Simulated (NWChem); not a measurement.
Molecule: BH$_{2}$SeOF; SMILES B(O)(F)[SeH]

```xyz
6

B      0.0095    -0.9670     0.0000
F     -1.1572    -1.6198     0.0000
O      1.1851    -1.6375     0.0000
H      1.0477    -2.5990     0.0000
Se    -0.0467     0.9992     0.0000
H      1.4265     1.1400     0.0000
```
Atoms are numbered in this order, from 1.

Computed with NWChem. Geometry: optimised at B3LYP/6-31G* (spherical d). Total energies compare along this basis series because the functional is fixed.

```
level             basis functions  energy (Ha)  highest occupied level (eV)  orbital gap (eV)  dipole (D)
----------------  ---------------  -----------  ---------------------------  ----------------  ----------
PBE0/pcseg-1                   79   -2601.9999                        -7.32              7.68        1.82
PBE0/aug-pcseg-1              123   -2602.0131                        -7.38              6.90        1.59
PBE0/pcseg-2                  161   -2602.4468                        -7.38              7.42        1.64
PBE0/STO-3G                    35   -2572.9237                        -4.32              8.68        2.56
PBE0/def2-SVP                  84   -2601.8739                        -7.17              7.70        1.89
```
